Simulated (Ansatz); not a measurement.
Consider the formal loss of a carbene: `C[Si](C)(S)Cl` → `[CH2]` (triplet) + `C[SiH](S)Cl`.

Gas-phase electronic energies from Ansatz, PBE0-D4/def2-TZVP geometries. CCSD(T)/CBS adds triple-zeta CCSD(T) − MP2 to the extrapolated MP2 energy (def2 sets, frozen cores). This one scheme is used for every species. DFT in def2-TZVPP. HSE06 is defined as in plane-wave codes. Triplets are unrestricted, without spin–orbit coupling. One conformer a species, not always the lowest.

```csv
level,ΔE (kJ/mol)
r2SCAN0-D4,464.3
r2SCAN0,461.4
HSE06,479.4
BHLYP,458.4
MP2/def2-SVP,474.6
CCSD/def2-SVP,453.1
HF/def2-TZVPP,333.9
MP2/CBS(def2),504.7
```

Q: What does CCSD(T)/CBS give? (Estimate.)

A: Ansatz gave: +488.6 kJ/mol. The listed levels differ from it by -24.3, -27.2, -9.2, -30.2, -14.0, -35.5, -154.7, 16.1 kJ/mol.

Q: What do rigid-rotor, harmonic-oscillator terms from PBE0-D4/def2-TZVP frequencies (298.15 K, 1 bar) make of the CCSD(T)/CBS value? (Estimate.)

A: The calculation gave: ΔZPE = -29.3 kJ/mol, ΔH = +464.2 kJ/mol, ΔS = 159 J/(mol·K), ΔG = +416.9 kJ/mol. Open shells count their whole term as degenerate.

Largest T1 diagnostic among the species: 0.011.

Leaving LDA and LC-ωPBE aside and taking each functional with its dispersion term where it has one, the values, not all of them listed here, spread over 33.5 kJ/mol, from r2SCAN0-D4 to ωB97X-V. LDA lies +74.1 kJ/mol from PBE without D4. In def2-TZVPP, CCSD(T) changes the Hartree–Fock value by +142.4 kJ/mol (the triples alone add +12.0 kJ/mol) and MP2 by +158.5 kJ/mol.
